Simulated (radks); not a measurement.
Problem. The table gives one normalised radial function P(r) = r R(r) of Os3+ in [Kr] 4d10 4f14 5s2 5p5 5d5 6s1 (r in bohr). Calculated with a radial shooting solver on a logarithmic mesh with Libxc functionals: scalar-relativistic Kohn-Sham, BLYP, spin-polarised, spherical densities, point nucleus; open shells are filled with parallel spins first (spin-orbit coupling, left out, can overturn this in heavy ions).

r,P
0.001604,0.0000
0.001867,0.0000
0.002174,0.0000
0.002511,0.0000
0.002923,0.0000
0.003376,0.0000
0.00393,0.0000
0.004538,0.0000
0.005283,0.0000
0.006151,0.0000
0.007103,0.0000
0.008269,0.0001
0.00955,0.0001
0.01112,0.0002
0.01284,0.0003
0.01495,0.0004
0.0174,0.0008
0.0201,0.0013
0.0234,0.0022
0.02702,0.0037
0.03145,0.0062
0.03633,0.0100
0.04229,0.0164
0.04923,0.0267
0.05686,0.0416
0.06619,0.0653
0.07644,0.0983
0.08899,0.1480
0.1028,0.2133
0.1196,0.3052
0.1393,0.4235
0.1609,0.5598
0.1873,0.7250
0.2163,0.8927
0.2518,1.0663
0.2908,1.2098
0.3385,1.3188
0.3941,1.3666
0.4551,1.3474
0.5298,1.2622
0.6119,1.1314
0.7123,0.9582
0.8227,0.7793
0.9577,0.5930
1.115,0.4243
1.288,0.2901
1.499,0.1804
1.731,0.1064
2.015,0.0554
2.328,0.0270
2.71,0.0111
3.154,0.0039
3.643,0.0012
4.241,0.0003
4.898,0.0001
5.702,0.0000
6.585,0.0000
7.666,0.0000

Which n and l does it have? It may be an empty orbital.

Solution. n = 4, l = 3: the number of nodes gives n - l - 1 = 0, the rise at small r (about r^(l+1), flatter next to the nucleus through relativity) gives l, and the extent must fit the shell. The curve is that of 4f up; the table hardly tells the two spins apart. 4f up: eigenvalue -89.327 eV, 0 radial nodes, <r> = 0.556 bohr, 90 % of the charge inside 0.909 bohr.
